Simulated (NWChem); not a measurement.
System: CH₂F₂O₂Si; SMILES O=C[Si](O)(F)F

```xyz
8

O      0.0855     2.2827    -0.0002
C      0.8259     1.3247    -0.0028
Si    -0.0236    -0.3858     0.0000
O     -1.6211    -0.0794     0.0043
F      0.4147    -1.2512    -1.2796
F      0.4219    -1.2502     1.2780
H      1.9371     1.4694    -0.0065
H     -1.8072     0.8703     0.0051
```
Atoms are numbered in this order, from 1.

All runs: NWChem. The geometry was optimised at PBE0/def2-SVP.

For level B3LYP/def2-TZVP:

* **highest occupied level (eV)**: -7.86
* **orbital gap (eV)**: 5.12

Q: What are these values for level PBE0/def2-TZVP?

A: The highest occupied level (eV) is -8.07. The orbital gap (eV) comes out as 5.60.
